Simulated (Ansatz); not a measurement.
Program: Ansatz. Geometries: PBE0-D4/def2-TZVP. ΔE: electronic, gas phase. CCSD(T)/CBS adds triple-zeta CCSD(T) − MP2 to the extrapolated MP2 energy (def2 sets, frozen cores). Functionals use def2-TZVPP. For Ge outer-core shells are correlated without core-valence functions, which leaves a few kJ/mol of doubt a bond. Scalar relativity is left out up to krypton. One conformer a species, not always the lowest.

Consider the isomerisation: `[SiH3][CH2][GeH2][SH]` → `[SiH3]S[CH2][GeH3]`.

```json
{"level": "PBE-D4", "ΔE (eV)": "0.53"}
{"level": "r2SCAN-D4", "ΔE (eV)": "0.57"}
{"level": "r2SCAN", "ΔE (eV)": "0.57"}
{"level": "PBE0", "ΔE (eV)": "0.55"}
{"level": "HF/def2-TZVPP", "ΔE (eV)": "0.59"}
{"level": "MP2/def2-TZVPP", "ΔE (eV)": "0.60"}
{"level": "SCS-MP2/def2-TZVPP", "ΔE (eV)": "0.59"}
{"level": "MP2/def2-QZVPP", "ΔE (eV)": "0.58"}
```

(1) What does CCSD(T)/CBS give? (Best estimate.)

Largest T1 diagnostic among the species: 0.011.

## Answers

(1) Ansatz gave: +0.57 eV. The listed levels differ from it by -0.04, 0.00, 0.00, -0.02, 0.02, 0.03, 0.02, 0.01 eV.

From PBE to PBE0 (25 % exact exchange), in def2-TZVPP and without D4, ΔE moves by +0.03 eV.
